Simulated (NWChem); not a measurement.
System: GeNH$_{3}$S, singlet; SMILES [NH2][Ge][SH]

The following NWChem deck was run.

```
start job
memory heap 200 mb stack 900 mb global 1100 mb
geometry units angstroms noautosym nocenter noautoz
  Ge    -0.437759    -0.526802     0.003114
  N      1.253420    -1.189281     0.000192
  H      1.419511    -2.189772    -0.001579
  H      2.116671    -0.654302     0.000219
  S      0.199017     1.645589     0.005099
  H     -1.068367     2.109788     0.007440
end
basis spherical
  * library def2-tzvp
end
dft
  xc hfexch
  iterations 150
end
property
  efieldgrad
end
task dft property
```

Output (shortened):

```
             Northwest Computational Chemistry Package (NWChem) 7.3.0
             --------------------------------------------------------

                             Geometry "geometry" -> ""
                             -------------------------

 Output coordinates in angstroms (scale by  1.889725989 to convert to a.u.)

  No.       Tag          Charge          X              Y              Z
 ---- ---------------- ---------- -------------- -------------- --------------
    1 Ge                  32.0000    -0.43775900    -0.52680200     0.00311400
    2 N                    7.0000     1.25342000    -1.18928100     0.00019200
    3 H                    1.0000     1.41951100    -2.18977200    -0.00157900
    4 H                    1.0000     2.11667100    -0.65430200     0.00021900
    5 S                   16.0000     0.19901700     1.64558900     0.00509900
    6 H                    1.0000    -1.06836700     2.10978800     0.00744000

 Effective nuclear repulsion energy (a.u.)     244.1683188840

  xc_inp: hfexch multiplicative factor not found.
                              NWChem Property Module
                              ----------------------

  itol2e modified to match energy
  convergence criterion.

                                 NWChem DFT Module
                                 -----------------

 Summary of "ao basis" -> "ao basis" (spherical)
 ------------------------------------------------------------------------------
       Tag                 Description            Shells   Functions and Types
 ---------------- ------------------------------  ------  ---------------------
 Ge                        def2-tzvp                16       48   6s5p4d1f
 N                         def2-tzvp                11       31   5s3p2d1f
 H                         def2-tzvp                 4        6   3s1p
 S                         def2-tzvp                13       37   5s5p2d1f

  itol2e modified to match energy
  convergence criterion.

            General Information
            -------------------
          SCF calculation type: DFT
          Wavefunction type:  closed shell.
          No. of atoms     :     6
          No. of electrons :    58
           Alpha electrons :    29
            Beta electrons :    29
          Charge           :     0
          Spin multiplicity:     1
          Use of symmetry is: off; symmetry adaption is: off
          Maximum number of iterations: 150
          AO basis - number of functions:   134
                     number of shells:    52
          Convergence on energy requested:  1.00D-07
          Convergence on density requested:  1.00D-05
          Convergence on gradient requested:  5.00D-04

              XC Information
              --------------
                     Hartree-Fock (Exact) Exchange  1.000

      Superposition of Atomic Density Guess
      -------------------------------------

 Sum of atomic energies:       -2528.59654310

      Non-variational initial energy
      ------------------------------

 Total energy =   -2529.404407
 1-e energy   =   -4006.568482
 2-e energy   =    1232.995755
 HOMO         =      -0.258436
 LUMO         =      -0.023967

   convergence    iter        energy       DeltaE   RMS-Dens  Diis-err
 ---------------- ----- ----------------- --------- --------- ---------
 d= 0,ls=0.0,diis     1  -2529.1212596290 -2.77D+03  3.68D-03  3.47D-01
 d= 0,ls=0.0,diis     2  -2529.1594342023 -3.82D-02  1.17D-03  1.25D-01
 d= 0,ls=0.0,diis     3  -2529.1733022186 -1.39D-02  6.63D-04  4.99D-03
 d= 0,ls=0.0,diis     4  -2529.1744858330 -1.18D-03  2.21D-04  5.08D-04
 d= 0,ls=0.0,diis     5  -2529.1746105713 -1.25D-04  1.24D-04  4.78D-05
  Resetting Diis
 d= 0,ls=0.0,diis     6  -2529.1746323078 -2.17D-05  3.71D-05  4.50D-06
 d= 0,ls=0.0,diis     7  -2529.1746345537 -2.25D-06  8.14D-06  7.56D-07
 d= 0,ls=0.0,diis     8  -2529.1746348022 -2.48D-07  3.38D-06  2.56D-07
 d= 0,ls=0.0,diis     9  -2529.1746348645 -6.23D-08  5.35D-06  6.35D-08

[...]

          -----------------------
          Electric field gradient
          -----------------------

 1 a.u. = 0.324123 10**(16) esu/cm**3  ( or statvolts/cm**2 ) = 0.97174 10**(22) v/m**2

 ------------------------------------------------------------
   Atom      X         Y         Z
 ------------------------------------------------------------
    1 Ge  -0.82724  -0.99551   0.00588
 ------------------------------------------------------------

 Electric field gradient in molecular frame (a.u.)
         XX             YY             ZZ             XY             XZ             YZ
 ------------------------------------------------------------------------------------------
        3.117244       0.206946      -3.324190       0.730098      -0.006720       0.003587

 Principal components (a.u.) and orientation
 of principal axis w.r.t. absolute frame                      Asymmetry parameter eta
 --------------------------------------------------------------------------------------
       -3.324203       3.290137       0.034066                       0.979504

        0.001186       0.973089      -0.230425
       -0.001261       0.230426       0.973089
        0.999999      -0.000864       0.001500

 ------------------------------------------------------------
   Atom      X         Y         Z
 ------------------------------------------------------------
    2 N    2.36862  -2.24742   0.00036
 ------------------------------------------------------------

 Electric field gradient in molecular frame (a.u.)
         XX             YY             ZZ             XY             XZ             YZ
 ------------------------------------------------------------------------------------------
       -0.269777      -0.463359       0.733136      -0.116772       0.000819      -0.001878

 Principal components (a.u.) and orientation
 of principal axis w.r.t. absolute frame                      Asymmetry parameter eta
 --------------------------------------------------------------------------------------
        0.733140      -0.518241      -0.214900                       0.413755

        0.001011       0.425340       0.905033
       -0.001668       0.905033      -0.425338
        0.999998       0.001080      -0.001625

 ------------------------------------------------------------
   Atom      X         Y         Z
 ------------------------------------------------------------
    3 H    2.68249  -4.13807  -0.00298
 ------------------------------------------------------------

 Electric field gradient in molecular frame (a.u.)
         XX             YY             ZZ             XY             XZ             YZ
 ------------------------------------------------------------------------------------------
        0.160012      -0.399091       0.239079       0.088600       0.000222      -0.001109

 Principal components (a.u.) and orientation
 of principal axis w.r.t. absolute frame                      Asymmetry parameter eta
 --------------------------------------------------------------------------------------
       -0.412797       0.239081       0.173716                       0.158346

       -0.152859       0.001022       0.988247
        0.988246      -0.001596       0.152861
        0.001733       0.999998      -0.000766

 ------------------------------------------------------------
   Atom      X         Y         Z
 ------------------------------------------------------------
    4 H    3.99993  -1.23645   0.00041
 ------------------------------------------------------------

 Electric field gradient in molecular frame (a.u.)
         XX             YY             ZZ             XY             XZ             YZ
 ------------------------------------------------------------------------------------------
       -0.240315       0.005699       0.234616      -0.262324       0.000041      -0.000113

 Principal components (a.u.) and orientation
 of principal axis w.r.t. absolute frame                      Asymmetry parameter eta
 --------------------------------------------------------------------------------------
       -0.407040       0.234616       0.172424                       0.152791

        0.843965       0.000982      -0.536397
        0.536398      -0.001619       0.843964
        0.000040       0.999998       0.001893

 ------------------------------------------------------------
   Atom      X         Y         Z
 ------------------------------------------------------------
    5 S    0.37609   3.10971   0.00964
 ------------------------------------------------------------

 Electric field gradient in molecular frame (a.u.)
         XX             YY             ZZ             XY             XZ             YZ
 ------------------------------------------------------------------------------------------
       -1.112455      -0.526743       1.639198       1.025098       0.005172      -0.004098

 Principal components (a.u.) and orientation
 of principal axis w.r.t. absolute frame                      Asymmetry parameter eta
 --------------------------------------------------------------------------------------
       -1.885721       1.639211       0.246511                       0.738550

        0.798339       0.001426       0.602206
       -0.602205      -0.001217       0.798341
       -0.001871       0.999998       0.000112

 ------------------------------------------------------------
   Atom      X         Y         Z
 ------------------------------------------------------------
    6 H   -2.01892   3.98692   0.01406
 ------------------------------------------------------------

 Electric field gradient in molecular frame (a.u.)
         XX             YY             ZZ             XY             XZ             YZ
 ------------------------------------------------------------------------------------------
       -0.198155       0.066040       0.132115       0.113814       0.000601      -0.000242

[...]
```

Level: Hartree-Fock/def2-TZVP. Low-valent species are run as closed-shell singlets; no triplet was tried in these runs. All runs use the structure optimised with PBE0/def2-SVP. NWChem prints the field gradient with the sign opposite to the second derivative of the potential.
